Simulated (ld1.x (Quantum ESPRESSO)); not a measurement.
# Er (Z = 68) TM: all-electron and pseudo phase curves

Er, norm-conserving Troullier–Martins (Kleinman–Bylander form), made with ld1.x (Quantum ESPRESSO) 7.5 (PBE, scalar-relativistic). Core [Kr] 4d10 4f11, reference 5s2 5p6 5d2 6s1 6p0. Waves: 5p (bound): rc 2.35 bohr; 5d (bound): rc 3.00 bohr; 5s (bound): rc 1.40 bohr. Local part: the s channel. Core correction: a·sin(br)/r model core, default radius (core density twice the valence density).

Occupied shells without a wave of their own: 6s. They enter only through the test configuration that unscreens the potential, and ld1.x also counts them in the model core charge.

The phase is arctan(r·u′/u) with u = r·R(r), unwrapped; energies in Ry, scanned from -6 to 5 Ry. A pole is an energy at which the radial function vanishes at the test radius. The pseudo phase is shifted by a multiple of π to meet the all-electron one at the reference energy, and phase errors are pseudo minus all-electron; the curves can meet again beyond the range given. Levels narrower than the energy grid can be missing from the lists of poles.

```tsv
channel	radius (bohr)	reference energy (Ry)	poles, all-electron	poles, pseudo	unbroken range about the reference energy with phases within 0.05 rad	phase error 1 Ry above the reference energy (rad)
s	3.24	-4.03	-4.02, 1.33	-4.02, 1.26	below -0.3	-0.000
p	3.24	-2.11	-2.06, 2.46	-2.06, 2.35	below 0.3	-0.001
d	3.24	-0.11	0.38, 4.51	0.38, 4.64	below 1.8	+0.003
```

ld1.x takes every shell without a wave as core, so the model core holds the 6s electrons as well and exchange and correlation see them twice. This cancels in the reference configuration, but the file is broken for other ones, and its errors say nothing about a proper core correction.

Phases in the p channel:

```tsv
E (Ry)	all-electron	pseudo
-6.00	1.439	1.439
-5.74	1.435	1.435
-5.48	1.432	1.432
-5.22	1.428	1.428
-4.96	1.424	1.424
-4.70	1.419	1.419
-4.44	1.414	1.414
-4.18	1.408	1.408
-3.92	1.401	1.401
-3.66	1.393	1.393
-3.40	1.384	1.384
-3.14	1.373	1.373
-2.88	1.357	1.357
-2.62	1.333	1.333
-2.36	1.270	1.270
-2.10	-1.384	-1.384
-1.84	-1.740	-1.740
-1.58	-1.790	-1.790
-1.32	-1.825	-1.826
-1.06	-1.863	-1.864
-0.80	-1.910	-1.912
-0.54	-1.977	-1.980
-0.28	-2.081	-2.088
-0.02	-2.269	-2.286
0.24	-2.665	-2.711
0.50	-3.410	-3.486
0.76	-4.031	-4.080
1.02	-4.325	-4.353
1.28	-4.473	-4.492
1.54	-4.560	-4.575
1.80	-4.619	-4.632
2.06	-4.662	-4.674
2.32	-4.696	-4.708
2.58	-4.726	-4.738
2.84	-4.752	-4.766
3.10	-4.778	-4.794
3.36	-4.804	-4.823
3.62	-4.833	-4.857
3.88	-4.867	-4.899
4.14	-4.911	-4.957
4.40	-4.971	-5.046
4.66	-5.066	-5.208
4.92	-5.241	-5.573
```
